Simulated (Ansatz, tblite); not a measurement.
Removing an electron: [SnH5]- (SnH₅⁻). Charge -1, multiplicity 1. Geometry: PBE0-D4/def2-TZVPD. Ansatz, gas phase; energy differences of separate SCF runs; the oxidised species was run as a doublet alone.

Cartesian coordinates in Å:
```
Sn 0.000 0.000 0.000
H -0.858 1.427 -0.864
H 0.859 -1.427 0.864
H 0.201 0.996 1.446
H 1.249 -0.005 -1.250
H -1.450 -0.990 -0.196
```

In the def2 sets Sn takes a core potential; there is no spin–orbit coupling. The xTB rows come from tblite. Correlated methods freeze 4 core orbitals; core or outer-core shells of Sn are correlated, in sets that lack core-valence functions.

| level | −HOMO (eV) | vertical IE (eV) | −LUMO (eV) | HOMO–LUMO gap (eV) | remarks |
| --- | --- | --- | --- | --- | --- |
| GFN1-xTB | 4.01 | 7.33 | -2.19 | 6.19 | – |
| GFN2-xTB | 4.39 | 7.26 | 0.03 | 4.36 | – |
| HF/def2-TZVPPD | – | 1.93 | – | – | spin-contaminated (⟨S²⟩ 0.84) (doublet) |
| PBE-D4/def2-TZVPD | -0.61 | 2.12 | -3.18 | 2.57 | HOMO above zero (-1 singlet) |
| r2SCAN-D4/def2-TZVPD | -0.43 | 2.10 | -3.66 | 3.23 | HOMO above zero (-1 singlet) |
| PBE0-D4/def2-TZVPD | 0.36 | 2.27 | -3.77 | 4.13 | – |
| MP2/def2-TZVPPD | – | 2.37 | – | – | spin-contaminated (⟨S²⟩ 0.84) (doublet) |
| CCSD/def2-TZVPPD | – | 2.42 | – | – | spin-contaminated (⟨S²⟩ 0.84) (doublet) |
| CCSD(T)/def2-TZVPPD | – | 2.39 | – | – | spin-contaminated (⟨S²⟩ 0.84) (doublet) |

Relaxing the oxidised species (PBE0-D4/def2-TZVPD) changes its energy by -0.36 eV at PBE0-D4/def2-TZVPD, so the adiabatic ionisation energy to this nearest minimum is 1.90 eV. On the way the bond Sn1–H2 breaks. At PBE-D4/def2-TZVPD it is 1.98 eV.    A HOMO above zero means that the electron is unbound at that level or that self-interaction error raises the level; the energy of removing that electron tells which. Raw xTB energy differences between charge states are shifted by several eV; the methods need an empirical correction for them.
